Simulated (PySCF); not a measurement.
Task: Write Cartesian coordinates for 2-acetylpyridine, `CC(=O)c1ccccn1` as optimised with PBE0-D3(BJ)/def2-SVP.

Result: 
```
atom  x, y, z in Å
C1    -2.554    0.866    0.347
C2    -1.741   -0.335   -0.040
O3    -2.233   -1.408   -0.305
C4    -0.246   -0.159   -0.089
C5     0.553   -1.249   -0.447
C6     1.931   -1.072   -0.488
C7     2.452    0.181   -0.171
C8     1.567    1.204    0.173
N9     0.249    1.042    0.215
H10   -3.618    0.601    0.341
H11   -2.248    1.227    1.340
H12   -2.356    1.697   -0.347
H13    0.069   -2.199   -0.680
H14    2.592   -1.898   -0.762
H15    3.528    0.368   -0.189
H16    1.946    2.201    0.427
```

Orientation and origin are arbitrary. Atoms count from 1 in this order. The C–C distances run from 1.390 Å (C5–C6, aromatic) to 1.506 Å (C2–C4, drawn single), a spread of 0.116 Å. The 9 heavy atoms lie in one plane (0.001 Å rms). The 6-membered ring C4–C5–C6–C7–C8–N9 has internal angles of 118.1° to 123.3°; it is planar, 0.00 Å rms from its mean plane, widest ring torsion 0°. Of the pairs four or more bonds apart, O3···H13 is among the closest relative to their van der Waals radii: 2.46 Å, 91 % of the sum of Bondi's values.

Bonds between heavy atoms (Å): C1–C2 1.501, C2=O3 1.211, C2–C4 1.506, C4–C5 1.398, C5–C6 1.390, C6–C7 1.394, C7–C8 1.396, C8–N9 1.328, C4–N9 1.334.

Computed, not measured: PBE0-D3(BJ)/def2-SVP geometry optimisation, gas phase (PySCF 2.14.0).

Point group: Cs (tolerance 0.08 Å). No PBE0-D3(BJ)/def2-SVP frequencies stand behind this structure, so it isn't proved a minimum. The numbers are those of one conformer (C1–C2–C4–C5 180°).

The run took 63 s wall on an Arm Neoverse V1 with one thread, on a shared host, and the process peaked at 0.76 GiB of memory. This is the geometry optimisation.
